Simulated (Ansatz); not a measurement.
Ansatz (a quantum-chemistry and plane-wave program) input for C₂H₆O₃Si, SMILES CC(=O)O[SiH2]O, CAM-B3LYP/def2-SVPD. Coordinates come from a B3LYP-D3(BJ)/def2-SVP optimisation. One conformer was computed; it need not be the lowest.

Ansatz 0.2 input:
```yaml
crystal:
  periodic: [false, false, false]
  atoms:
    - {symbol: Si, position_ang: [-1.35151091, -0.03308216, 0.03384928]}
    - {symbol: O, position_ang: [-2.25089420, 1.34761812, 0.18698914]}
    - {symbol: O, position_ang: [0.29044047, 0.47542258, 0.00225960]}
    - {symbol: C, position_ang: [1.24951424, -0.46874206, -0.04639289]}
    - {symbol: C, position_ang: [2.63859404, 0.10981043, -0.07040499]}
    - {symbol: O, position_ang: [0.98024082, -1.64758616, -0.06471174]}
    - {symbol: H, position_ang: [-1.61741779, -0.83412893, 1.24356340]}
    - {symbol: H, position_ang: [-1.62923239, -0.73469995, -1.24395372]}
    - {symbol: H, position_ang: [-2.24356621, 1.97742011, -0.54301857]}
    - {symbol: H, position_ang: [3.38000436, -0.69648174, -0.11204799]}
    - {symbol: H, position_ang: [2.74810562, 0.77407764, -0.94146564]}
    - {symbol: H, position_ang: [2.79631269, 0.72691656, 0.82752398]}
basis:
  gaussian:
    orbitals: def2-SVPD
hamiltonian:
  xc: {name: CAM-B3LYP}
```

Log of the run:

```
WARN ansatz: RAYON_NUM_THREADS=2 ignored (pool sized by the plan → 2); use --threads N
Functional definition: CAM-B3LYP
integrals: 0.14 GiB planned
1514 factors; their error is unknown
integrals: 0.17 GiB planned
627 factors; integrals over basis functions are off by at most 2.0e-5 eV
mean field: 1.40 GiB planned
mean field evaluation 1: about -16172.4174 eV, gradient 7.5e1 eV
mean field evaluation 2: about -16166.1195 eV, gradient 9.7e1 eV
mean field evaluation 4: about -16182.1591 eV, gradient 4.4e0 eV
mean field evaluation 8: about -16182.1925 eV, gradient 2.1e-1 eV
mean field evaluation 16: about -16182.2212 eV, gradient 2.0e-4 eV
mean field -16182.22116055 eV, -594.6856589467 hartree, gradient 5.7e-5 eV, S^2 0.000000; 0 other end points of the search recorded, 0 dependent functions left out
reference -16182.22131303 eV, -594.6856645505 hartree; 28, 28 occupied and 153, 153 virtual orbitals, 1514 factors
Total energy: -16182.22131303 eV, -594.6856645505 hartree
```

The run converged.
